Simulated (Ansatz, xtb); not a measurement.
## Relative energy of two conformers of C2H5AlO

Structure I: `C=[CH][AlH][OH]`, a singlet. Structure II: `C=[CH][AlH][OH]`, a singlet. Both are isolated molecules in the gas phase, relaxed with B3LYP-D3(BJ)/def2-SVP.

I (Å):

```xyz
9

C    -1.0017    1.4066   -0.0122
C    -0.9869    0.1174   -0.3963
Al    0.6370    2.4382    0.0382
O     0.5463    4.0691    0.5368
H    -1.9760    1.8324    0.2657
H    -0.0591   -0.3910   -0.6915
H    -1.8914   -0.5038   -0.4393
H     2.0223    1.7860   -0.3718
H     1.2796    4.6865    0.6058
```

II (Å):

```yaml
atoms:
  - { symbol: C, position_ang: [-1.4809, 0.6060, 0.9813] }
  - { symbol: C, position_ang: [-1.5389, 0.0887, 2.2222] }
  - { symbol: Al, position_ang: [0.2158, 0.9826, 0.1203] }
  - { symbol: O, position_ang: [1.5957, 0.6058, 1.0564] }
  - { symbol: H, position_ang: [-2.4417, 0.8033, 0.4834] }
  - { symbol: H, position_ang: [-2.4876, -0.1324, 2.7293] }
  - { symbol: H, position_ang: [-0.6315, -0.1399, 2.7944] }
  - { symbol: H, position_ang: [0.3754, 1.5917, -1.3335] }
  - { symbol: H, position_ang: [2.5121, 0.7253, 0.7933] }
```

Question: Which of the two would you expect CCSD(T)/def2-TZVP electronic energies to favour?

Answer: Too close to call at this level: CCSD(T)/def2-TZVP gives E(II) − E(I) = +2.11 kJ/mol.

Level by level:

```json
{"level": "B3LYP-D3(BJ)/def2-SVP", "geometry": "B3LYP-D3(BJ)/def2-SVP", "E(II) − E(I) (kJ/mol)": "+1.30", "departure from the last row (kJ/mol)": "−0.81", "job, with rough time for the two": "optimisation, 34 s"}
{"level": "HF/def2-TZVP", "geometry": "B3LYP-D3(BJ)/def2-SVP", "E(II) − E(I) (kJ/mol)": "+2.41", "departure from the last row (kJ/mol)": "+0.30", "job, with rough time for the two": "part of the CCSD(T) run"}
{"level": "MP2/def2-TZVP", "geometry": "B3LYP-D3(BJ)/def2-SVP", "E(II) − E(I) (kJ/mol)": "+2.23", "departure from the last row (kJ/mol)": "+0.12", "job, with rough time for the two": "part of the CCSD(T) run"}
{"level": "CCSD(T)/def2-TZVP", "geometry": "B3LYP-D3(BJ)/def2-SVP", "E(II) − E(I) (kJ/mol)": "+2.11", "departure from the last row (kJ/mol)": "", "job, with rough time for the two": "single point, 40 s"}
```

The largest departure from CCSD(T)/def2-TZVP is that of B3LYP-D3(BJ)/def2-SVP, 0.81 kJ/mol. Levels run at GFN2-xTB geometries aren't shown.

With harmonic frequencies from B3LYP-D3(BJ)/def2-SVP (ideal gas, rigid rotor, one conformer each, 298.15 K, 1 atm): on the last row, ΔE + ΔZPE = +2.29, ΔH = +2.18, ΔG = +2.36 kJ/mol.

The correlated steps freeze 8 core orbitals. Programs: Ansatz 0.2.0; the last row on 2 threads of Arm Neoverse V2 on a shared host.
